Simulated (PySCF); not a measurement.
A calculated (UHF, PySCF 2.14, ANO-RCC-VTZP, scalar relativity by spin-free X2C-1e) atom or ion has these occupied shells.

```tsv
shell	electrons	orbital energy (eV)	rms radius, mean of both spins (bohr)
1s α	1	-48754.6	0.0254
1s β	1	-48754.5	0.0254
2s α	1	-8129.1	0.103
2s β	1	-8128.9	0.103
2p α	3	-7248.3	0.0924
2p β	3	-7248.2	0.0924
3s α	1	-1844.2	0.266
3s β	1	-1840.2	0.266
3p α	3	-1563.5	0.266
3p β	3	-1558.9	0.266
3d α	5	-1181.9	0.245
3d β	5	-1177.0	0.245
4s α	1	-397.84	0.602
4s β	1	-386.59	0.602
4p α	3	-303.17	0.639
4p β	3	-290.71	0.639
4d α	5	-168.07	0.708
4d β	5	-151.74	0.708
5s α	1	-63.016	1.50
5s β	1	-58.276	1.50
5p α	3	-37.223	1.76
5p β	3	-33.658	1.76
4f α	7	-20.510	1.02
6s α	1	-10.480	4.31
```

Name the element and its charge.

Eu⁺ (europium, charge +1), in [Xe] 4f7 6s1, high-spin 9S determinant.
